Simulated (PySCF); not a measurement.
## Electron correlation in Ga (gallium, neutral)

[Ar] 3d10 4s2 4p1, 2P determinant. Calculation: PySCF 2.14, in jorge-DZP-DKH (8s6p2d1f, 43 functions); the spin-free X2C one-electron Hamiltonian (Gaussian nucleus). Frozen: [Ar] 3d10; 3 electrons correlated.

MP2 pair energies summed by pair of shells (mhartree):

| pair | energy | share (%) |
| --- | --- | --- |
| 4s-4s | -15.79 | 77.2 |
| 4s-4p | -4.65 | 22.8 |

Total MP2 correlation energy: -20.44 mhartree.

Same-spin part -0.88 and opposite-spin part -19.57 mhartree; SCS-MP2 scales them by 1/3 and 6/5 to -23.77 mhartree.

| level | correlation energy (mhartree) |
| --- | --- |
| CCSD | -30.06 |
| (T) | -0.16 |
| CCSD(T) | -30.22 |

Diagnostics: T1 = 0.0059, D1 = 0.0122, largest double amplitude 0.109.

Question: Is a single reference adequate?

Answer: Mostly. T1 lies below 0.03, but a double amplitude of this size points to a near-degeneracy that CCSD handles and MP2 describes poorly.
